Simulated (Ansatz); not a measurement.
Geometry optimisation, RKS B3LYP-D4/def2-SVP in Ansatz.

The input (input.yaml):

```yaml
crystal:
  periodic: [false, false, false]
  atoms:
    - { symbol: B, position_ang: [-0.9387, 0.2922, -0.8652] }
    - { symbol: Si, position_ang: [0.6218, 0.4052, 0.1973] }
    - { symbol: Se, position_ang: [1.2373, -1.7096, 0.7264] }
    - { symbol: H, position_ang: [-1.3982, -0.695, -1.1488] }
    - { symbol: H, position_ang: [-1.4823, 1.3299, -1.2788] }
    - { symbol: H, position_ang: [0.3598, 1.185, 1.4265] }
    - { symbol: H, position_ang: [1.722, 1.0684, -0.5625] }
    - { symbol: H, position_ang: [1.34507, -2.07095, -0.70043] }
basis:
  gaussian: { orbitals: def2-SVP }
hamiltonian:
  xc: b3lyp
  dispersion: d4
relax:
  f_tol: 0.015
  max_steps: 40
```

Launched with:

```bash
$ ansatz run input.yaml --threads 1 --pin off --max-ram 2048MiB --backend cpu --events-out ev --progress --plain --runs-dir out
```

**Question.** Where does it end, and by what steps?

**Answer.** The run converged. After 27 steps the energy has fallen by 0.647 eV; H5 moved furthest, 1.57 Å. Joined: B1–Se3.

```csv
step,energy less start (eV),largest force component (eV/Å),accepted
0,0.0000,2.728,yes
1,-0.2550,0.730,yes
2,-0.3063,0.213,yes
3,-0.3127,0.168,yes
4,-0.3177,0.048,yes
5,-0.3169,0.178,no
6,-0.3192,0.036,yes
7,-0.3233,0.047,yes
8,-0.3258,0.270,yes
9,-0.3293,0.161,yes
10,-0.3431,0.093,yes
11,-0.3498,0.222,yes
12,-0.3383,0.611,no
13,-0.3628,0.128,yes
14,-0.3733,0.152,yes
15,-0.3895,0.298,yes
16,-0.4031,0.633,yes
17,-0.4225,0.432,yes
18,-0.4545,0.369,yes
19,-0.4716,0.457,yes
20,-0.5255,0.732,yes
21,-0.5650,0.766,yes
22,-0.5926,0.790,yes
23,-0.5920,0.786,no
24,-0.6448,0.089,yes
25,-0.6465,0.025,yes
26,-0.6466,0.049,yes
27,-0.6468,0.009,yes
```

```xyz
8
Properties=species:S:1:pos:R:3
B -0.848 0.062 -0.783
Si 0.762 0.848 0.011
Se 0.232 -1.466 0.515
H -0.833 -0.327 -1.922
H -1.886 0.262 -0.203
H 0.798 1.553 1.323
H 2.120 0.851 -0.601
H 1.122 -1.978 -0.545
```

The run took 2.5 min on 1 thread of Intel(R) Xeon(R) Platinum 8259CL CPU @ 2.50GHz (Skylake/Cascade Lake), on a shared host, peak memory 0.21 GiB.
